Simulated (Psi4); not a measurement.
boron monoxide dimer (B$_{2}$O$_{2}$), singlet, geometry from GFN2-xTB; M06-2X/6-311++G** (Psi4 1.11).

Here is a job for Psi4.
```
memory 2 GB

molecule mol {
0 1
O    -0.000000   -0.000000   -1.997373
B    -0.000000   -0.000000   -0.809405
B     0.000000    0.000000    0.809405
O     0.000000    0.000000    1.997373
}

set {
  basis 6-311++g**
  reference rks
  s_tolerance 1e-6
  s_orthogonalization canonical
}

energy('m06-2x')
print_variables()
```

It wrote (shortened):

```
   => Loading Basis Set <=

    Name: 6-311++G**
    Role: ORBITAL
    Keyword: BASIS

         ---------------------------------------------------------
                                   SCF
               by Justin Turney, Rob Parrish, Andy Simmonett
                          and Daniel G. A. Smith
                              RKS Reference
         ---------------------------------------------------------

  ==> Geometry <==

    Molecular point group: d2h
    Full point group: D_inf_h

    Geometry (in Angstrom), charge = 0, multiplicity = 1:

       Center              X                  Y                   Z               Mass
    ------------   -----------------  -----------------  -----------------  -----------------
         O            0.000000000000     0.000000000000    -1.997373000000    15.994914619570
         B            0.000000000000     0.000000000000    -0.809405000000    11.009305360000
         B            0.000000000000     0.000000000000     0.809405000000    11.009305360000
         O            0.000000000000     0.000000000000     1.997373000000    15.994914619570

  Running in d2h symmetry.

  Rotational constants: A = ************  B =      0.11868  C =      0.11868 [cm^-1]
  Rotational constants: A = ************  B =   3557.78986  C =   3557.78986 [MHz]
  Nuclear repulsion =   67.368915811572322

  Charge       = 0
  Multiplicity = 1
  Electrons    = 26
  Nalpha       = 13
  Nbeta        = 13

  ==> Algorithm <==

  SCF Algorithm Type is DF.
  DIIS enabled.
  MOM disabled.
  Fractional occupation disabled.
  Guess Type is SAD.
  Energy threshold   = 1.00e-06
  Density threshold  = 1.00e-06
  Integral threshold = 1.00e-12

  ==> Primary Basis <==

  Basis Set: 6-311++G**
    Blend: 6-311++G**
    Number of shells: 40
    Number of basis functions: 88
    Number of Cartesian functions: 92
    Spherical Harmonics?: true
    Max angular momentum: 2

  ==> DFT Potential <==

   => LibXC <=

    Version 7.1.2
    S. Lehtola, C. Steigemann, M. J. T. Oliveira, and M. A. L. Marques,  SoftwareX 7, 1–5 (2018) (10.1016/j.softx.2017.11.002)

   => Composite Functional: M06-2X <=

    Hybrid M06-2X Meta-GGA XC Functional  (10.1007/s00214-007-0310-x)
    Y. Zhao and D. G. Truhlar,  Theor. Chem. Acc., 120, 215, 2008

    Deriv               =              1
    GGA                 =           TRUE
    Meta                =           TRUE

    Exchange Hybrid     =           TRUE
    MP2 Hybrid          =          FALSE

   => Exchange Functionals <=

    1.0000   XC_HYB_MGGA_X_M06_2X

   => Exact (HF) Exchange <=

    0.5400               HF

   => Correlation Functionals <=

    1.0000   XC_MGGA_C_M06_2X

   => LibXC Density Thresholds  <==

    XC_MGGA_C_M06_2X:  1.00E-12
    XC_HYB_MGGA_X_M06_2X:  1.00E-15

   => Molecular Quadrature <=

    Radial Scheme          =       TREUTLER
    Pruning Scheme         =           NONE
    Nuclear Scheme         =       TREUTLER

    Blocking Scheme        =         OCTREE
    BS radius alpha        =              1
    Pruning alpha          =              1
    Radial Points          =             75
    Spherical Points       =            302
    Total Points           =          88314
    Total Blocks           =            720
    Max Points             =            256
    Max Functions          =             83
    Weights Tolerance      =       1.00E-15

   => Loading Basis Set <=

    Name: (6-311++G** AUX)
    Role: JKFIT
    Keyword: DF_BASIS_SCF

  ==> Integral Setup <==

  SCF_SUBTYPE=INCORE selected. In-core MEM_DF algorithm will be used.
  Using in-core AOs.

  ==> MemDFJK: Density-Fitted J/K Matrices <==

    J tasked:                   Yes
    K tasked:                   Yes
    wK tasked:                   No
    Algorithm:                 Core
    Schwarz Cutoff:           1E-12
    Mask sparsity (%):       4.3388
    Fitting Condition:        1E-10

   => Auxiliary Basis Set <=

  Basis Set: (6-311++G** AUX)
    Blend: AUG-CC-PVTZ-JKFIT
    Number of shells: 120
    Number of basis functions: 416
    Number of Cartesian functions: 524
    Spherical Harmonics?: true
    Max angular momentum: 4

    Using canonical orthogonalization.
  Minimum eigenvalue in the overlap matrix is 1.0086398525E-04.
  Reciprocal condition number of the overlap matrix is 1.5681670240E-05.

  ==> Pre-Iterations <==

  SCF Guess: Superposition of Atomic Densities via on-the-fly atomic UHF (no occupation information).

   -------------------------
    Irrep   Nso     Nmo
   -------------------------
     Ag        22      22
     B1g        2       2
     B2g       10      10
     B3g       10      10
     Au         2       2
     B1u       22      22
     B2u       10      10
     B3u       10      10
   -------------------------
    Total      88      88
   -------------------------

  ==> Iterations <==

                           Total Energy        Delta E     RMS |[F,P]|

   @DF-RKS iter SAD:  -198.96030968598802   -1.98960e+02   0.00000e+00
   @DF-RKS iter   1:  -199.98176382976254   -1.02145e+00   2.22210e-02 ADIIS/DIIS
   @DF-RKS iter   2:  -199.45652515419542    5.25239e-01   3.85168e-02 ADIIS/DIIS
   @DF-RKS iter   3:  -200.22004762475405   -7.63522e-01   2.39608e-03 ADIIS/DIIS
   @DF-RKS iter   4:  -200.22277982699990   -2.73220e-03   5.58602e-04 ADIIS/DIIS
   @DF-RKS iter   5:  -200.22293875066845   -1.58924e-04   1.34011e-04 ADIIS/DIIS
   @DF-RKS iter   6:  -200.22294804934504   -9.29868e-06   1.72508e-05 DIIS
   @DF-RKS iter   7:  -200.22294821760775   -1.68263e-07   2.52484e-06 DIIS
   @DF-RKS iter   8:  -200.22294822262151   -5.01376e-09   2.35807e-07 DIIS
  Energy and wave function converged.

  ==> Post-Iterations <==

   Electrons on quadrature grid:
      Ntotal   =   26.0000001457 ; deviation = 1.457e-07

    Orbital Energies [Eh]
    ---------------------

    Doubly Occupied:

[...]
       1B3g   -0.463856

    Virtual:

[...]
    Final Occupation by Irrep:
             Ag   B1g   B2g   B3g    Au   B1u   B2u   B3u
    DOCC [     5,    0,    1,    1,    0,    4,    1,    1 ]
    NA   [     5,    0,    1,    1,    0,    4,    1,    1 ]
    NB   [     5,    0,    1,    1,    0,    4,    1,    1 ]

  @DF-RKS Final Energy:  -200.22294822262151

   => Energetics <=

    Nuclear Repulsion Energy =             67.3689158115723217
    One-Electron Energy =                -406.2095987225345652
    Two-Electron Energy =                 150.7704775245080100
    DFT Exchange-Correlation Energy =     -12.1527428361672758
    Empirical Dispersion Energy =           0.0000000000000000
    VV10 Nonlocal Energy =                  0.0000000000000000
    Total Energy =                       -200.2229482226215111

Computation Completed

Properties will be evaluated at   0.000000,   0.000000,   0.000000 [a0]

Properties computed using the SCF density matrix

 Multipole Moments:

 ------------------------------------------------------------------------------------
     Multipole            Electronic (a.u.)      Nuclear  (a.u.)        Total (a.u.)
 ------------------------------------------------------------------------------------

 L = 1.  Multiply by 2.5417464519 to convert [e a0] to [Debye]
 Dipole X            :          0.0000000            0.0000000            0.0000000
 Dipole Y            :          0.0000000            0.0000000            0.0000000
 Dipole Z            :          0.0000000           -0.0000000           -0.0000000
 Magnitude           :                                                    0.0000000

 ------------------------------------------------------------------------------------

  Variable Map:
  ----------------------------------------------------------------------------
[...]
  Array Variable Map:
  ----------------------------------------------------------------------------
[...]
[...]
```
